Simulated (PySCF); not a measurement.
Working out the ionisation energy of Ga

Ga [Ar] 3d10 4s2 4p1 (2P) → Ga⁺ [Ar] 3d10 4s2 (1S). All numbers are calculated (PySCF 2.14, scalar relativity through the core potential, in aug-cc-pwCVDZ-PP with ECP10MDF). Frozen: nothing. Energies in hartree (1 hartree = 27.21139 eV):

```
            part   Ga (lower)  Ga⁺ (upper)
             UHF  -258.291442  -258.088410
CCSD correlation    -0.383573    -0.374380
             (T)    -0.012537    -0.012021
```

Q: What does Hartree-Fock give?

A: (-258.088410) − (-258.291442) = 0.203032 hartree = 5.525 eV.

Q: What do CCSD and CCSD(T) give?

A: The CCSD correlation energies differ by 0.009193 hartree = 0.250 eV and the triples by 0.000516 hartree = 0.014 eV, so CCSD gives 5.775 eV and CCSD(T) 5.789 eV.

Measured between the centres of the two terms (NIST): 5.931 eV, so CCSD(T) (valence and next inner shell) is off by -0.142 eV.

A double-zeta basis recovers only part of the correlation energy.

What remains against the reference includes basis incompleteness and higher excitations.
